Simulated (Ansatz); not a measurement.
Start from `O[SiH2]N[SiH2][SiH3]` and change one atom or group to get `[AlH2][NH][SiH2][SiH3]`.

Ansatz, PBE0-D4/def2-TZVP geometries, multiplicity 1. Each molecule was computed in one conformer, which needn't be the lowest.

| property | `O[SiH2]N[SiH2][SiH3]` |
| --- | --- |
| HOMO–LUMO gap (ωB97M-V/def2-TZVPP) / eV | 11.49 |
| LUMO energy (B3LYP/def2-TZVPP) / eV | -0.45 |
| size of the dipole moment (PBE/def2-TZVPP) / D | 1.01 |
| HOMO energy (ωB97M-V/def2-TZVPP) / eV | -10.11 |
| HOMO energy (PBE0/def2-TZVPP) / eV | -7.81 |
| HOMO energy (PBE/def2-TZVPP) / eV | -6.46 |

Task: Give the same properties after the change, and the shifts. (An estimate is asked.)

Result: The calculation gave: 
```csv
property,`[AlH2][NH][SiH2][SiH3]`,shift
HOMO–LUMO gap (ωB97M-V/def2-TZVPP) / eV,10.03,-1.46
LUMO energy (B3LYP/def2-TZVPP) / eV,-1.22,-0.77
size of the dipole moment (PBE/def2-TZVPP) / D,0.87,-0.14
HOMO energy (ωB97M-V/def2-TZVPP) / eV,-9.46,0.65
HOMO energy (PBE0/def2-TZVPP) / eV,-7.35,0.46
HOMO energy (PBE/def2-TZVPP) / eV,-6.22,0.24
```

With PBE0 the HOMO rises by 0.46 eV and the LUMO falls by 0.72 eV, so the gap narrows by about 1.18 eV. PBE moves the HOMO by 0.24 eV and ωB97M-V by 0.65 eV. Dipoles are sizes alone; their direction can turn.

B3LYP here is the variant with VWN-RPA as its local correlation; programs differ in this.
